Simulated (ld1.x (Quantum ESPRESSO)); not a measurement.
## What one change does to a pseudopotential (neodymium (Nd), TM)

ld1.x (Quantum ESPRESSO) 7.5 input, shortened:

```
&input
   title='Nd', zed=60., rel=1, dft='PBE', iswitch=3,
   config='[Xe] 4f3 5d0 6s0 6p0'
 /
 &inputp
   pseudotype=2, tm=.true., lloc=0,
   nlcc=.true., new_core_ps=.true., rcore=0.80
 /
3
5P  2  1   6.00   0.00  1.70  1.70  0.0
5D  3  2   0.00   0.00  2.95  2.95  0.0
5S  1  0   2.00   0.00  1.85  1.85  0.0
 &test
   configts(1)='5s2 5p6 5d0 6s0 6p0'
 /
```

All-electron outer shells of the reference configuration (PBE, scalar-relativistic, ld1.x):

| shell | level (eV) | outermost node (bohr) | outermost maximum (bohr) |
| --- | --- | --- | --- |
| 5s | -67.44 | 0.72 | 1.31 |
| 5p | -48.05 | 0.77 | 1.46 |
| 4f | -30.78 | – | 0.65 |
| 5d | -24.12 | 0.87 | 1.93 |
| 6s | -21.33 | 1.69 | 3.06 |
| 6p | -16.48 | 1.94 | 3.55 |

Change: core [Kr] 4d10, valence charge 14; reference 4f4 5s2 5p6 5d0 6s1 6p0; waves now 5s (bound): rc 2.50 bohr; 5p (bound): rc 1.50 bohr; 5d (bound): rc 3.40 bohr; 4f (bound): rc 1.35 bohr; local potential all-electron potential smoothed inside 2.10 bohr (lloc = -2); core correction a·sin(br)/r model core, default radius (core density twice the valence density) (6s counted twice).

Cutoffs: the cutoffs (Ry, on a coarse ladder) from which the occupation-weighted sum of valence levels, in a spherical-Bessel basis at the reference potential, stays within 10 and 1 mRy of its value at 400 Ry; they do not see the model core or the augmentation charge, which bear on the density cutoff. Errors are all-electron minus pseudo energies relative to the spin-unpolarised reference configuration.

Problem. What does the change do?

Solution. The potential gets harder (55 Ry and 80 Ry → 200 Ry and 260 Ry); the miss of the reference levels goes from 0.00 to 0.31 eV; neither file shows a bound ghost at the reference potential, the only one tested. The added semicore shells are compact, so their waves need more plane waves. In the changed file ld1.x takes every shell without a wave as core, so the model core holds the 6s electrons as well and exchange and correlation see them twice. This cancels in the reference configuration, but the file is broken for other ones, and its errors say nothing about a proper core correction. Several settings change at once here, so the effects cannot be laid on one of them.

| quantity | base | changed |
| --- | --- | --- |
| cutoff, loose | 55 Ry | 200 Ry |
| cutoff, tight | 80 Ry | 260 Ry |
| bound ghosts | none | none |
| largest miss of a reference level, eV | 0.00 | 0.31 |
| largest error over its own tests, meV | +534 | +1088 |

Base: These tests converged, but a pseudo level misses the all-electron one widely, so the file describes the atom poorly there or has found another state: 5s2 5p6 5d1 6s0 6p0: empty 6p by 7.2 eV. Changed file: These tests converged, but a pseudo level misses the all-electron one widely, so the file describes the atom poorly there or has found another state: 4f3 5s2 5p6 5d0 6s0 6p0: empty 6p by 4.9 eV.
